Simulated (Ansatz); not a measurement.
```xyz
12

C     1.076   -1.026    1.403
O     0.102   -0.312    0.676
Si    0.330    0.204   -0.884
B    -1.449    1.119   -1.222
O    -2.367    1.131   -0.237
F    -1.773    1.713   -2.364
H     1.315   -1.979    0.918
H     0.681   -1.233    2.399
H     1.999   -0.445    1.508
H     0.610   -0.955   -1.782
H     1.516    1.108   -0.965
H    -2.043    0.677    0.550
```

The species carries charge 0 and has multiplicity 1.

Task: List the PBE0/def2-TZVPP orbital energies in eV (Ansatz 0.2.0). (An estimate is asked.)

Result: Computed: Occupied: -1802.88, -674.05, -523.45, -523.03, -279.72, -186.37, -145.18, -99.88, -99.82, -99.81, -33.77, -29.21, -28.71, -19.63, -16.50, -15.61, -14.58, -13.32, -13.13, -12.98, -12.94, -12.24, -11.80, -10.52, -10.05, -9.41, -8.42, -8.36. Lowest empty: -0.48, -0.03, 1.24, 1.52, 1.78, 2.30, 2.95, 3.05.
